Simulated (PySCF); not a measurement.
**SrTl: from constants to spectrum**

PBE constants of SrTl, ²Π (doublet), unpaired electrons π ↑ (basis Sr def2-SVPD with ECP28, Tl def2-SVPD with ECP60; scalar-relativistic core potentials; PySCF 2.14; masses 87.9056 and 204.9744 u):

```
ωe              : 83.8 cm⁻¹
ωexe            : 0.27 cm⁻¹
Be              : 0.022991 cm⁻¹
αe              : 9.4e-05 cm⁻¹
D (centrifugal) : 6.93e-09 cm⁻¹
De to Sr + Tl   : 0.66 eV
```

(1) Give the vibrational terms G(v) and spacings up to v = 6.

(2) How well does the Morse estimate ωe²/(4ωexe) reproduce De, and what is D0?

These are scalar-relativistic numbers at best; spin–orbit coupling would shift them, the dissociation energy most. The state was picked by a PBE0 search and need not be the measured ground state.

Results:

(1) G(v) = ωe(v+½) − ωexe(v+½)².

```json
{"v": "0", "G(v) (cm⁻¹)": "41.8", "G(v) − G(v−1)": "", "Bv (cm⁻¹)": "0.02294"}
{"v": "1", "G(v) (cm⁻¹)": "125.1", "G(v) − G(v−1)": "83.3", "Bv (cm⁻¹)": "0.02285"}
{"v": "2", "G(v) (cm⁻¹)": "207.8", "G(v) − G(v−1)": "82.7", "Bv (cm⁻¹)": "0.02276"}
{"v": "3", "G(v) (cm⁻¹)": "290.0", "G(v) − G(v−1)": "82.2", "Bv (cm⁻¹)": "0.02266"}
{"v": "4", "G(v) (cm⁻¹)": "371.6", "G(v) − G(v−1)": "81.6", "Bv (cm⁻¹)": "0.02257"}
{"v": "5", "G(v) (cm⁻¹)": "452.7", "G(v) − G(v−1)": "81.1", "Bv (cm⁻¹)": "0.02247"}
{"v": "6", "G(v) (cm⁻¹)": "533.3", "G(v) − G(v−1)": "80.6", "Bv (cm⁻¹)": "0.02238"}
```

(2) It gives 0.81 eV, 122 % of the computed De. D0 = De − G(0) = 0.66 − 0.01 = 0.65 eV.
